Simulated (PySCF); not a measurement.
Two-component Hartree-Fock for Pm²⁸⁺ (promethium, charge +28)

Start: [Ar] 3d10 4s2 4p3; 4p1/2 filled at m_j = -1/2, +1/2; 4p3/2 filled at m_j = +3/2. Calculated with PySCF 2.14 in an even-tempered Gaussian basis (17 s from 2.4 bohr⁻², ratio 2.8; 13 p from 3.1 bohr⁻², ratio 2.8; 8 d from 5.6 bohr⁻², ratio 2.8; 4 f from 15 bohr⁻², ratio 3): generalised Hartree-Fock with the X2C-1e Hamiltonian and a Gaussian nucleus; one run each with spin-orbit coupling (SO) switched off, then screened by Boettger's factors.

| spinor shell | electrons | ε, spin-free (eV) | ε, screened SO (eV) | weight of nominal j (screened SO) | rms radius, screened SO (bohr) |
| --- | --- | --- | --- | --- | --- |
| 1s1/2 | 2 | -46389.5 | -46380.4 | 1.000 | 0.0264 |
| 2s1/2 | 2 | -8465.9 | -8462.2 | 1.000 | 0.107 |
| 2p1/2 | 2 | -7659.8 | -8053.8 | 1.000 | 0.0917 |
| 2p3/2 | 4 | -7659.8 | -7486.3 | 1.000 | 0.0978 |
| 3s1/2 | 2 | -2604.8 | -2602.7 | 1.000 | 0.274 |
| 3p1/2 | 2 | -2344.5 | -2428.2 | 1.000 | 0.265 |
| 3p3/2 | 4 | -2344.5 | -2305.6 | 1.000 | 0.278 |
| 3d3/2 | 4 | -1995.2 | -2009.4 | 0.999 | 0.249 |
| 4s1/2 | 2 | -1137.8 | -1136.9 | 1.000 | 0.586 |
| 4p1/2 | 2 | -1051.5 | -1068.8 | 0.994 | 0.589 |
| 4p3/2 | 1 | -1051.5 | -1036.4 | 1.000 | 0.611 |

(1) Where does 3d5/2 lie, and what is the 3d spin-orbit splitting (screened SO)?

```csv
quantity,spin-free,screened SO
E (hartree),-9620.12091,-9626.35838
M_J,3/2,3/2
⟨J²⟩,3.750,3.752
⟨L²⟩,0.000,2.258
⟨S²⟩,3.750,1.677
```

Each row is a mean over spinors that exchange with the open shell spreads, by up to 12.300 eV (4s1/2).

Breit and QED terms are absent; they matter most for the inner s and p1/2 levels.

Densities and radii are taken from the X2C orbitals without a picture-change correction, which distorts them close to the nucleus.

Without spin-orbit coupling the j labels of p, d and f shells carry no meaning; the spin-free column gives the mean over the occupied spinors of each nl shell.

Answers

(1) At -1982.8 eV, 26.569 eV above 3d3/2.
